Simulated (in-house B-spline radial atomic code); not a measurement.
A radial electron density 4πr²n(r) was computed for an atom or ion in its tabulated ground configuration with an all-electron radial atomic-structure program (B-spline basis); method: Dirac-Hartree-Fock, average of configuration. Columns: r (bohr), 4πr²n(r) (electrons per bohr), bar.

```
 0.00168   0.9523 #
 0.00199    1.296 #
 0.00236    1.761 ##
  0.0028    2.384 ##
 0.00332    3.207 ###
 0.00394    4.292 ####
 0.00467    5.689 #####
 0.00554    7.485 #######
 0.00656    9.715 #########
 0.00778    12.48 ############
 0.00922    15.79 ###############
  0.0109    19.57 ##################
   0.013       24 #######################
  0.0154    28.51 ###########################
  0.0182    32.86 ###############################
  0.0216    36.78 ###################################
  0.0256    39.62 #####################################
  0.0303    40.94 #######################################
   0.036    40.49 ######################################
  0.0427    38.47 ####################################
  0.0506    35.66 ##################################
  0.0599    33.35 ###############################
  0.0711    32.89 ###############################
  0.0842    35.14 #################################
  0.0999    39.69 #####################################
   0.118     44.4 ##########################################
    0.14    46.59 ############################################
   0.166    43.74 #########################################
   0.197    35.68 ##################################
   0.234     25.2 ########################
   0.277    16.82 ################
   0.329    12.96 ############
    0.39    12.93 ############
   0.462    13.25 #############
   0.547     11.3 ###########
   0.649    7.306 #######
   0.769    3.446 ###
   0.912    1.127 #
    1.08   0.2466 
    1.28  0.03327 
    1.52 0.002487 
     1.8 0.0001011
```

Question: Which atom or ion is it?
A. As17+
B. Se18+
C. Ga18+
D. As18+

Answer: D. The area under the curve, ∫4πr²n dr = ∫r·4πr²n d(ln r) on this logarithmic grid, is 15 electrons, which only this option has. The configuration is [Ne] 3s2 3p3.
